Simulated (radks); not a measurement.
Values are calculated unless marked as measured or tabulated.
Polarisability of the calcium ion Ca2+, [Ar], at imaginary frequency. Level of theory: non-relativistic Kohn-Sham, LDA (Slater exchange, VWN5 correlation), spin-unpolarised, spherical densities, point nucleus (a radial shooting solver on a logarithmic mesh with Libxc functionals). Response by self-consistent Sternheimer equations with the Hartree and adiabatic LDA kernel.

w (hartree)  alpha1(iw) (bohr^3)  alpha2(iw) (bohr^5)
0.00266                    3.350                7.536
0.0143                     3.350                7.535
0.0360                     3.347                7.532
0.0697                     3.340                7.522
0.118                      3.321                7.497
0.186                      3.280                7.440
0.280                      3.194                7.323
0.413                      3.030                7.092
0.605                      2.736                6.656
0.892                      2.262                5.888
1.35                       1.623                4.682
2.12                      0.9539                3.113
3.59                      0.4411                1.572
6.94                      0.1543               0.5290
17.5                     0.03505              0.09342

Static values: alpha1 = 3.350 bohr^3 (0.4964 angstrom^3; uncoupled 5.272), alpha2 = 7.536 bohr^5, alpha3 = 35.56 bohr^7. C6 = 11.11, C8 = 142.9, triple-dipole C9 = 27.42 atomic units. One-pole (London) frequency 4 C6 / (3 alpha1^2) = 1.320 hartree, against 1.585 for minus the highest occupied eigenvalue. The dipole shielding factor is 0.900, as the force sum rule N/Z = 0.900 demands.
